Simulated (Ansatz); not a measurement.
One change: `B[CH2][Zn][GaH2]` becomes `B[CH2][Zn][CH3]`.

Ansatz, PBE0-D4/def2-TZVP geometries, multiplicity 1. Each molecule was computed in one conformer, which needn't be the lowest.

Scalar relativity is left out up to krypton.

```tsv
property	`B[CH2][Zn][GaH2]`
HOMO energy (ωB97M-V/def2-TZVPP) / eV	-8.81
LUMO energy (PBE0/def2-TZVPP) / eV	-2.57
HOMO–LUMO gap (PBE/def2-TZVPP) / eV	2.57
HOMO–LUMO gap (B3LYP/def2-TZVPP) / eV	3.82
size of the dipole moment (PBE/def2-TZVPP) / D	1.83
size of the dipole moment (B3LYP/def2-TZVPP) / D	1.69
```

Q: What does the change do to each property? (Estimate.)

A: The calculation gave: 
| property | `B[CH2][Zn][CH3]` | shift |
| --- | --- | --- |
| HOMO energy (ωB97M-V/def2-TZVPP) / eV | -9.63 | -0.82 |
| LUMO energy (PBE0/def2-TZVPP) / eV | -1.12 | 1.45 |
| HOMO–LUMO gap (PBE/def2-TZVPP) / eV | 4.45 | 1.88 |
| HOMO–LUMO gap (B3LYP/def2-TZVPP) / eV | 5.90 | 2.08 |
| size of the dipole moment (PBE/def2-TZVPP) / D | 2.09 | 0.26 |
| size of the dipole moment (B3LYP/def2-TZVPP) / D | 1.96 | 0.27 |

With PBE0 the HOMO falls by 0.65 eV and the LUMO rises by 1.45 eV, so the gap widens by about 2.10 eV. PBE moves the HOMO by -0.50 eV and ωB97M-V by -0.82 eV. Dipoles are sizes alone; their direction can turn.

Positive LUMOs are unbound, so they and the gaps depend on the basis.

B3LYP here is the variant with VWN-RPA as its local correlation; programs differ in this.
